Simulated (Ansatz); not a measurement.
The cluster BeBr₂⁺. Total charge 1; quartet. Geometry PBE0-D4/def2-TZVP; atoms count from 1.

| atom | x (Å) | y (Å) | z (Å) |
| --- | --- | --- | --- |
| Be1 | 0.712 | -0.063 | 0.654 |
| Br2 | 0.431 | 1.519 | -1.042 |
| Br3 | -1.143 | -1.456 | 0.388 |

At PBE0-D4/def2-TZVP a doublet of charge 1 lies 4.29 eV below the quartet, each at its own geometry. The structure comes from a short search, and lower isomers may exist.

(1) Estimate the Mulliken populations from the PBE0/def2-TZVP orbitals of Ansatz.

(2) Where does the spin sit?

(3) And the Mayer bond orders between bonded heavy atoms (over 0.3)?

Answers

(1) 
```tsv
atom	charge (e)	spin (α − β)
Be1	0.28	0.91
Br2	0.36	1.05
Br3	0.36	1.05
```
Mulliken values and Mayer orders depend strongly on the basis.

(2) Summed by element: Be 0.91, Br 2.09, of 3 unpaired in all. Largest on single atoms: Br2 1.05, Br3 1.05, Be1 0.91.

(3) Be1–Br2 0.60 (2.34 Å); Be1–Br3 0.60 (2.34 Å).
